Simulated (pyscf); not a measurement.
[H₃C–Ga–OH]• → H₃C–GaH–O•, a hydrogen shift (doublet surface; H–O broken, Ga–H formed). Optimised with ωB97X-D3(BJ)/def2-SVP in PySCF. Correlated levels are frozen-core, on RHF or UHF. ΔMP2 is the change of the MP2 total energy from the triple- to the quadruple-zeta basis. Energies in kJ/mol from the reactant's lowest minimum found.

Small-basis levels: PySCF, no dispersion term, spherical d functions. Open shells are spin-unrestricted. 

Q: In single points HF/3-21G puts the saddle at 257.6 kJ/mol and the reaction energy at +43.6 kJ/mol. Should these be trusted to within a few kcal/mol? Compare with CCSD(T)/def2-TZVPP + ΔMP2(QZVPP).

A: CCSD(T)/def2-TZVPP + ΔMP2(QZVPP) gives ΔE‡ = 235.7 kJ/mol and ΔE = +157.4 kJ/mol. HF/3-21G lies 21.9 kJ/mol over it in the barrier and 113.7 kJ/mol under it in the reaction energy, so on this step it does not hold to within 12.6 kJ/mol. CCSD(T)/def2-TZVPP + ΔMP2(QZVPP) has limits of its own. H₃C–GaH–O• lies 53.0 kJ/mol over its isomer •H₂C–GaH–OH (electronic energy, ωB97M-D3(BJ)/def2-TZVP). This is the saddle that the search found; another between the same sides may lie lower. The CCSD(T) − MP2 part came from Ansatz, without density fitting, on the same reference. The frozen core leaves the outer d or s,p core shells of the metals and heavy elements correlated in the MP2 and CC values, and def2-TZVPP describes them poorly, which can shift differences by a few kcal/mol. In the def2 sets elements up to Kr have no core potential.
